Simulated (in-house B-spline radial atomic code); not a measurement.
Values are calculated unless marked as measured or tabulated.
# Stopping and range of 80 keV As in Si

The pair potential comes from two frozen, spherical free-atom densities (PBE, B-spline radial code, scalar-relativistic past argon): electrostatics plus the change in Thomas-Fermi kinetic and Dirac exchange energy where they overlap, the recipe behind the universal ZBL potential, which averages such potentials (from solid-state densities) over many pairs. It is written V = (Z1 Z2 e²/r) φ(r/a), with e² = 14.3996 eV·Å and a = 0.46850 Å/(Z1^0.23 + Z2^0.23); ZBL's fit is φ = 0.18175 e^(−3.1998x) + 0.50986 e^(−0.94229x) + 0.28022 e^(−0.4029x) + 0.02817 e^(−0.20162x). Where φ falls below 4e-4 it is continued as an exponential.

The target is taken as amorphous, with density 2.329 g/cm³ (NSM archive of the Ioffe Institute); channelling is ignored. Masses: As 74.92, Si 28.09 u. Nuclear stopping is S_n = 4π a Z1 Z2 e² M1/(M1 + M2) × s_n(ε), with s_n integrated over impact parameters for each pair. Electronic stopping is Lindhard and Scharff's S_e = Z1^(1/6) 8π e² a0 Z1 Z2/(Z1^(2/3) + Z2^(2/3))^(3/2) × v/v0, with a0 = 0.529177 Å and v = v0 at 24.801 keV/u; it misses the oscillations with Z1 seen in experiment, which reach tens of per cent. Compounds add by atom fraction.

```tsv
target atom	a (Å)	ε at this energy	s_n, this pair	s_n, ZBL potential
Si	0.11512	0.3775	0.3685	0.3495
```

(1) What are the atom density and the stopping powers at entry?

Along the track:

```tsv
E (keV)	N S_n (eV/nm)	N S_e (eV/nm)
4	733	56.8
12	1030	98.5
24	1180	139
40	1260	180
60	1290	220
80	1290	254
```

(2) Estimate the path length and the projected range.

Results:

(1) N = 2.329 × 0.602214/28.09 = 0.04993 atoms/Å³. For Si: S_n = 6999 × 0.3685 = 2580 eV·Å², S_e = 1.8000 × √80000 = 509.1 eV·Å². Averaged over the target's atoms and times N × 10 Å/nm, the ion loses N S_n = 1290 eV/nm to recoils and N S_e = 254 eV/nm to electrons; the nuclear share is 84 %.

(2) With continuous slowing down the path is the integral of dE/(N (S_n + S_e)). Trapezoids over the table give 56.8 nm, and the stretch below the first row, with stopping taken as √E, adds 2E/(N S) = 10 nm: 66.9 nm in all, against 65 nm on a fine grid from 5 eV. Deflections shorten the depth: to first order in the energy passed on, N (S_n + S_e) dR_p/dE = 1 − N S_n (M2/M1) R_p/(2E), summed over the target's atoms, and integrating this on the fine grid gives R_p = 52.5 nm, 0.81 of the path. Lindhard's rule of thumb R/(1 + M2/3M1), with mean M2/M1 = 0.37, gives 57.8 nm. On the ZBL potential the same equation gives 54.6 nm, and the full integral equation, which keeps hard collisions, 56.6 nm.
